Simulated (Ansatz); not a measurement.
The same redistribution along the group Si, Ge, Sn.

Isolated molecules relaxed with PBE0-D4/def2-TZVP in Ansatz; ΔE leaves out vibrations. CCSD(T)/CBS adds triple-zeta CCSD(T) − MP2 to the extrapolated MP2 energy (def2 sets, frozen cores). This one scheme is used for every species. Functionals use def2-TZVPP. def2 core potentials past Kr. For Br, Cd, Ge, Sn outer-core shells are correlated without core-valence functions, which leaves a few kJ/mol of doubt a bond. Scalar relativity is left out up to krypton. One conformer a species, not always the lowest.

```csv
reaction,ωB97X-V (eV),CCSD(T)/CBS(def2) (eV)
`N[Si]S` + `[NH2][Cd][Br]` → `N[Si]Br` + `[NH2][Cd][SH]`,0.22,0.20
`[NH2][Ge][SH]` + `[NH2][Cd][Br]` → `[NH2][Ge][Br]` + `[NH2][Cd][SH]`,0.16,0.16
`[NH2][Sn][SH]` + `[NH2][Cd][Br]` → `[NH2][Sn][Br]` + `[NH2][Cd][SH]`,0.02,0.02
```

Largest T1 diagnostic: 0.016, for `[NH2][Sn][SH]`.
